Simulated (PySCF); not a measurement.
A structure optimised at PBE-D3(BJ)/def2-SVP, used in a PySCF frequency run:

```
Si
O 1 1.6918
H 2 0.9737 1 115.08
H 1 1.5134 2 111.07 3 55.77
C 1 1.8947 4 108.62 2 123.14
H 5 1.1121 1 110.05 4 -50.18
H 5 1.1131 6 106.42 1 -116.90
Si 5 1.8952 6 109.18 7 -117.31
H 8 1.5039 5 110.47 6 -53.91
H 8 1.5055 9 108.55 5 120.69
H 8 1.5060 9 108.40 10 117.58
Si 1 2.3538 4 109.83 2 -117.08
H 12 1.5066 1 110.70 4 159.61
H 12 1.5074 13 108.52 10 172.40
Si 12 2.3537 13 109.12 14 119.30
H 15 1.5054 12 112.47 13 -63.05
H 15 1.5074 16 108.52 12 121.80
H 15 1.5074 16 108.53 17 116.89
```
Charge 0, spin multiplicity 1.

Problem. Write its SMILES and formula.

Solution. O[Si@H](C[SiH3])[SiH2][SiH3], CH₁₂OSi₄

Problem. What are its rotational constants (standard atomic weights)?

Solution. 1.5864, 0.93479, 0.69338 GHz
